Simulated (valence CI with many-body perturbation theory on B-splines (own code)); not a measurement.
# Energy levels of Ir LXXII

Method: valence CI with perturbative core correlation (CI+MBPT): four valence electrons over a frozen Dirac-Fock core [He], a basis of 11 s, 11 p, 10 d, 8 f, 5 g, 2 h functions for each j, with the one-electron correlation potential Σ1, the two-electron term Σ2, the three-electron term Σ3, Breit, model QED; selected CI, second order for the rest, scaled by the run's own slope (own B-spline code, finite nucleus).

The last digits are not significant, and no measured levels were compared; by estimate large intervals hold to a few tenths of a per cent, small ones and those within an open d or f shell to about a per cent. Among the levels kept, up to 1400 cm⁻¹ of a level comes from second order outside the variational space, and about a tenth of that is noise between levels of different J, which matters for small intervals.

Levels 181 to 218 of 218, with energies above the lowest level, (2s^2 2p1/2^2) J=0. "Leading %" is the weight of the configuration and term that name the level; weights of strongly mixed levels are sums over their largest components and can fall short. In the jj column 3d3/2^4 stands for four electrons in 3d with j = 3/2. Lifetimes count E1, E2, E3, M1 and M2 decay at the calculated energies, and are blank where another channel may lead or the interval is too uncertain; long ones can be off by a factor of two.

| No. | Configuration | Term | J | E (× 10³ cm⁻¹) | Leading % | Leading jj | Lifetime | g |
| --- | --- | --- | --- | --- | --- | --- | --- | --- |
| 181 | 2s 2p2 3d | 5P | 1 | 128060 | 44 | 2s 2p3/2^2 3d3/2 (99 %) | 490 as | 1.839 |
| 182 | 2s 2p2 3d | 3F | 4 | 128070 | 40 | 2s 2p3/2^2 3d3/2 (99 %) | 557 as | 1.189 |
| 183 | 2s 2p2 3p | 3P° | 0 | 128130 | 60 | 2s 2p3/2^2 3p3/2 (100 %) | 29.2 fs |  |
| 184 | 2s 2p2 3p | 3D° | 3 | 128170 | 61 | 2s 2p3/2^2 3p3/2 (100 %) | 2.19 fs | 1.237 |
| 185 | 2s 2p2 3p | 3P° | 2 | 128190 | 70 | 2s 2p3/2^2 3p3/2 (100 %) | 11.3 fs | 1.402 |
| 186 | 2s 2p2 3p | 1P° | 1 | 128270 | 49 | 2s 2p3/2^2 3p3/2 (99 %) | 1.51 fs | 1.161 |
| 187 | 2s 2p2 3p | 3P° | 2 | 128290 | 45 | 2s 2p3/2^2 3p3/2 (100 %) | 17.1 fs | 1.351 |
| 188 | 2s 2p2 3p | 1P° | 1 | 128570 | 35 | 2s 2p3/2^2 3p3/2 (100 %) | 4.38 fs | 1.186 |
| 189 | 2s 2p2 4p | 3P° | 2 | 128620 | 37 | 2s 2p1/2^2 4p3/2 (100 %) | 12.9 fs | 1.497 |
| 190 | 2s 2p2 4p | 3D° | 1 | 128640 | 30 | 2s 2p1/2^2 4p3/2 (100 %) | 2.48 fs | 1.149 |
| 191 | 2s 2p2 4d | 3D | 1 | 128840 | 48 | 2s 2p1/2^2 4d3/2 (100 %) | 3.70 fs | 0.483 |
| 192 | 2s 2p2 4d | 3D | 2 | 128860 | 30 | 2s 2p1/2^2 4d3/2 (99 %) | 3.50 fs | 1.106 |
| 193 | 2s 2p2 3d | 3D | 1 | 128880 | 50 | 2s 2p3/2^2 3d3/2 (93 %) | 550 as | 0.749 |
| 194 | 2s 2p2 3d | 5F | 5 | 128890 | 63 | 2s 2p3/2^2 3d5/2 (100 %) | 264 fs | 1.298 |
| 195 | 2s 2p2 3d | 3P | 0 | 128910 | 85 | 2s 2p3/2^2 3d3/2 (61 %) | 788 as |  |
| 196 | 2s 2p2 3d | 3F | 4 | 128930 | 51 | 2s 2p3/2^2 3d5/2 (99 %) | 93.2 fs | 1.293 |
| 197 | 2s 2p2 3d | 3F | 3 | 128960 | 34 | 2s 2p3/2^2 3d3/2 (93 %) | 582 as | 0.989 |
| 198 | 2s 2p2 3d | 3D | 2 | 128970 | 34 | 2s 2p3/2^2 3d3/2 (96 %) | 567 as | 1.031 |
| 199 | 2s 2p2 3d | 3D | 2 | 129030 | 40 | 2s 2p3/2^2 3d3/2 (95 %) | 530 as | 1.070 |
| 200 | 2s 2p2 3d | 3D | 1 | 129070 | 69 | 2s 2p3/2^2 3d3/2 (99 %) | 524 as | 0.771 |
| 201 | 2s 2p2 3d | 3P | 1 | 129250 | 40 | 2s 2p3/2^2 3d5/2 (93 %) | 657 as | 1.339 |
| 202 | 2s 2p2 3d | 3D | 3 | 129250 | 46 | 2s 2p3/2^2 3d5/2 (91 %) | 579 as | 1.235 |
| 203 | 2s 2p2 3d | 3P | 0 | 129280 | 65 | 2s 2p3/2^2 3d5/2 (60 %) | 476 as |  |
| 204 | 2s 2p2 4d | 3D | 3 | 129320 | 39 | 2s 2p1/2^2 4d5/2 (100 %) | 1.25 fs | 1.329 |
| 205 | 2s 2p2 3d | 3D | 2 | 129350 | 35 | 2s 2p3/2^2 3d5/2 (92 %) | 373 as | 1.268 |
| 206 | 2s 2p2 4d | 3F | 2 | 129370 | 26 | 2s 2p1/2^2 4d5/2 (99 %) | 1.26 fs | 1.044 |
| 207 | 2s 2p2 4f | 3F° | 3 | 129450 | 29 | 2s 2p1/2^2 4f5/2 (100 %) | 2.55 fs | 1.044 |
| 208 | 2s 2p2 4f | 3F° | 2 | 129450 | 46 | 2s 2p1/2^2 4f5/2 (100 %) | 2.55 fs | 0.654 |
| 209 | 2s 2p2 4f | 3F° | 4 | 129660 | 40 | 2s 2p1/2^2 4f7/2 (100 %) | 2.60 fs | 1.244 |
| 210 | 2s 2p2 4f | 3F° | 3 | 129670 | 26 | 2s 2p1/2^2 4f7/2 (100 %) | 2.62 fs | 1.023 |
| 211 | 2s 2p2 3d | 3F | 4 | 129890 | 59 | 2s 2p3/2^2 3d5/2 (94 %) | 17.1 fs | 1.174 |
| 212 | 2s 2p2 3d | 3D | 3 | 129930 | 70 | 2s 2p3/2^2 3d5/2 (97 %) | 24.1 fs | 1.260 |
| 213 | 2s 2p2 3d | 3D | 3 | 129970 | 46 | 2s 2p3/2^2 3d5/2 (96 %) | 481 as | 1.250 |
| 214 | 2s 2p2 3d | 1D | 2 | 130060 | 46 | 2s 2p3/2^2 3d5/2 (96 %) | 2.49 fs | 1.071 |
| 215 | 2s 2p2 3d | 3P | 1 | 130080 | 34 | 2s 2p3/2^2 3d5/2 (95 %) | 499 as | 1.159 |
| 216 | 2p3 3p | 5P | 3 | 130130 | 52 | 2p1/2 2p3/2^2 3p3/2 (95 %) | 1.98 fs | 1.372 |
| 217 | 2p3 3p | 3P | 2 | 130140 | 33 | 2p1/2 2p3/2^2 3p3/2 (86 %) | 1.12 fs | 1.376 |
| 218 | 2p3 3p | 3P | 0 | 130150 | 99 | 2p1/2 2p3/2^2 3p3/2 (99 %) | 1.88 fs |  |

Where two levels of one J and parity lie close, their mixing, g and order are uncertain.
